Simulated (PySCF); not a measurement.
Several orderings of computed values.

Each SMILES stands for a single optimised conformer of the isolated species, non-relativistic unless stated; the electronic structure was computed with PySCF and density fitting.

The conformers computed, where there is a choice (atom-mapped SMILES and torsion angles):
- `[OH:1][CH2:2][C:3]1=[CH:4][C@@:5]2([SiH3:6])[CH:7]=[CH:8][C@@H:9]12`: O1–C2–C3–C4 81°, H–O1–C2–C3 -55°
- `[CH2:1]=[C:2]1[CH:3]=[C:4]([SiH2:5][CH3:6])[CH:7]=[CH:8][O:9]1`: C3–C4–Si5–C6 94°
- `[CH3:1][CH2:2][C:3]#[C:4][C@@H:5]1[SiH2:6][C@@H:7]1[SiH2:8][Cl:9]`: Si6–C7–Si8–Cl9 97°
- `[CH2:1]=[CH:2][c:3]1[cH:4][c:5]([S:6][SiH3:7])[n:8][nH:9]1`: C1–C2–C3–C4 0°, C4–C5–S6–Si7 180°
- `[CH3:1][O:2][C@:3]1([C:4]([F:5])([F:6])[Cl:7])[CH2:8][O:9]1`: C1–O2–C3–C4 -78°, O2–C3–C4–F5 -171°

The conformers of `C=N[Si@@H]1S[SiH2]CCN1C` and `C=C[SiH2]C[SiH2]OC(C)=S` aren't listed.

Question: Rank by HOMO–LUMO gap, lowest first (PBE0/pcSseg-1 at GFN2-xTB geometries).
A. `C=C1C=C([SiH2]C)C=CO1`
B. `OCC1=C[C@@]2([SiH3])C=C[C@@H]12`
C. `CCC#C[C@@H]1[SiH2][C@@H]1[SiH2]Cl`
D. `C=C[SiH2]C[SiH2]OC(C)=S`
E. `C=N[Si@@H]1S[SiH2]CCN1C`

Answer: A (4.20 eV), D (5.24 eV), E (5.67 eV), C (6.25 eV), B (6.45 eV).

Question: Rank by smallest rotational constant, highest first (GFN2-xTB).
A. `Cl[SiH2][C@H]1[SiH2][C@H]1C#CCC`
B. `C=CC1=CC(S[SiH3])=NN1`
C. `CO[C@]1(C(F)(F)Cl)CO1`
D. `C=C1C=C([SiH2]C)C=CO1`
E. `Cn1ccc(F)c1`
F. `OCC1=C[C@@]2([SiH3])C=C[C@@H]12`

Answer: E (1.579 GHz), C (1.079 GHz), F (0.772 GHz), D (0.697 GHz), B (0.522 GHz), A (0.416 GHz).

Q: By how much do the two ends of that ranking differ?

A: By 1.163 GHz, between `Cn1ccc(F)c1` and `CCC#C[C@@H]1[SiH2][C@@H]1[SiH2]Cl`.

Question: Rank by HOMO energy, lowest first (PBE0/pcSseg-1 at GFN2-xTB geometries).
A. `C=C1C=C([SiH2]C)C=CO1`
B. `C=N[Si@@H]1S[SiH2]CCN1C`
C. `C=Cc1cc(S[SiH3])n[nH]1`
D. `C1[C@@]2([C@H](C=1CO)C=C2)[SiH3]`
E. `C=C[SiH2]C[SiH2]OC(C)=S`

Answer: D (-7.04 eV), E (-6.60 eV), B (-6.47 eV), C (-6.35 eV), A (-5.57 eV).

Q: By how much do the two ends of that ranking differ?

A: By 1.47 eV, between `C=C1C=C([SiH2]C)C=CO1` and `OCC1=C[C@@]2([SiH3])C=C[C@@H]12`.
